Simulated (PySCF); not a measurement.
Computed shifts of a molecule CH6ClNOSi2, PBE/pcSseg-1 (PySCF), GIAO, gas phase, atoms alike by connectivity averaged where their shifts nearly agree, in ppm (number of nuclei): ²⁹Si: 37.4 (1), -9.8 (1). ¹³C: 62.2 (1). ¹⁵N: 22.2 (1). ¹H: 6.06 (1), 5.98 (1), 4.17 (1), 4.01 (1), 2.31 (1), 0.23 (1). References: ¹⁷O against H2O (σ = 334.3 ppm); ²⁹Si against TMS (σ = 335.4 ppm); ³⁵Cl against HCl (σ = 936.5 ppm); ¹³C against TMS (σ = 182.0 ppm); ¹⁵N against NH3 (σ = 267.0 ppm); ¹H against TMS (σ = 31.49 ppm), references at their B3LYP-D3(BJ)/def2-TZVP geometries, non-relativistic (without spin–orbit terms, shifts of atoms bonded to Cl or Br come out too high). Geometry optimised at PBE0-D3(BJ)/def2-SVP. One conformer was computed; it need not be the lowest.

**Question.** Pick the molecule that these values belong to.
(A) O[Si@@]1(Cl)CN[SiH2]1
(B) O[Si@H]1NC[Si@@H]1Cl
(C) C[Si@H]1N[Si@@H](Cl)O1
(D) N[C@@H]1[SiH2]O[Si@@H]1Cl

**Answer.** A, O[Si@@]1(Cl)CN[SiH2]1
